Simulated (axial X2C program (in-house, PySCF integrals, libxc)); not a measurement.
# Spin–orbit effects down a group: molecules with Cl (ions), CCSD(T)

Calculated with an axial X2C code built on PySCF integrals, spin-free (one-electron X2C) or two-component (2c: spin–orbit coupling with atomic mean-field Coulomb and Gaunt terms, which also bring small scalar terms), in Dyall basis sets with cores contracted in-house; open shells are unrestricted.

Basis sets: Be dyall-cv3z, Ca dyall-cv3z, Cl dyall-av3z, Mg dyall-cv3z, Sr dyall-cv3z. Frozen shells (counts by l): BeCl⁺ Cl 2s1p, Be 1s, 8 electrons correlated; MgCl⁺ Cl 2s1p, Mg 2s1p, 8 electrons correlated; CaCl⁺ Ca 3s2p, Cl 2s1p, 8 electrons correlated; SrCl⁺ Sr 4s3p1d, Cl 2s1p, 8 electrons correlated. Coupled cluster in natural virtuals with an MP2 remainder. Where the outer core of a metal is frozen, bonds come out longer and ionisation energies lower.

```json
{"molecule": "BeCl⁺", "spin-free state": "M_S = 0, Λ = 0", "Re (Å)": "1.728", "ωe (cm⁻¹)": "1007.8", "De (eV)": "4.46", "2c state": "Ω = 0", "Re 2c (Å)": "1.728", "ωe 2c (cm⁻¹)": "1007.5", "De 2c (eV)": "4.42"}
{"molecule": "MgCl⁺", "spin-free state": "M_S = 0, Λ = 0", "Re (Å)": "2.118", "ωe (cm⁻¹)": "555.9", "De (eV)": "3.18", "2c state": "Ω = 0", "Re 2c (Å)": "2.119", "ωe 2c (cm⁻¹)": "555.7", "De 2c (eV)": "3.15"}
{"molecule": "CaCl⁺", "spin-free state": "M_S = 0, Λ = 0", "Re (Å)": "2.384", "ωe (cm⁻¹)": "428.4", "De (eV)": "4.18", "2c state": "Ω = 0", "Re 2c (Å)": "2.384", "ωe 2c (cm⁻¹)": "428.4", "De 2c (eV)": "4.14"}
{"molecule": "SrCl⁺", "spin-free state": "M_S = 0, Λ = 0", "Re (Å)": "2.526", "ωe (cm⁻¹)": "348.4", "De (eV)": "4.30", "2c state": "Ω = 0", "Re 2c (Å)": "2.526", "ωe 2c (cm⁻¹)": "348.4", "De 2c (eV)": "4.26"}
```

Q: Work out the shifts from the spin-free to the two-component result.

A: 

```csv
molecule,2c state,ΔRe (Å),Δωe (cm⁻¹),ΔDe (eV)
BeCl⁺,Ω = 0,0.000,-0.3,-0.04
MgCl⁺,Ω = 0,0.001,-0.2,-0.03
CaCl⁺,Ω = 0,0.000,0.0,-0.04
SrCl⁺,Ω = 0,0.000,0.0,-0.04
```

Shifts of one unit in the last digit are rounding.

Fragments in 2c: Cl + Be+, Cl + Mg+, Ca+ + Cl, Sr+ + Cl. Each entry is the lowest single determinant of a limited PBE0 search at one distance. De goes to single-determinant-based atoms at the same level (for ions the charge split of lowest energy) and is withheld (n/a) where an atom does not fit its ground term or J level. Main or longest-lived isotopes.
